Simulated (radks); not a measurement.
The numbers below are computed, except where a source is named.
Isoelectronic series with 45 electrons, all held in the configuration [Kr] 4d9, which need not be the ground one along the series. Code: a radial shooting solver on a logarithmic mesh with Libxc functionals. Model: scalar-relativistic Kohn-Sham, PBE, spin-polarised, spherical densities, finite nucleus; open shells are filled with parallel spins first (spin-orbit coupling, left out, can overturn this in heavy ions); Fermi nuclear charge, rms radius of each element as measured or else 0.836 A^(1/3) + 0.57 fm. Total energies (hartree) and mean radii <r> (bohr):

I8+: E (hartree) -7099.09510; 4d down 0.8755; 4d up 0.8745; 4p down 0.7789
Xe9+: E (hartree) -7424.76135; 4d down 0.8341; 4d up 0.8332; 4p down 0.7513
Cs10+: E (hartree) -7758.6177; 4d down 0.7970; 4d up 0.7963; 4p down 0.7256
Ba11+: E (hartree) -8100.7065; 4d down 0.7636; 4d up 0.7629; 4p down 0.7015
La12+: E (hartree) -8451.0802; 4d down 0.7331; 4d up 0.7325; 4p down 0.6790
Ce13+: E (hartree) -8809.7868; 4d down 0.7052; 4d up 0.7047; 4p down 0.6579
Pr14+: E (hartree) -9176.8811; 4d down 0.6796; 4d up 0.6791; 4p down 0.6381
Nd15+: E (hartree) -9552.4162; 4d down 0.6560; 4d up 0.6555; 4p down 0.6194
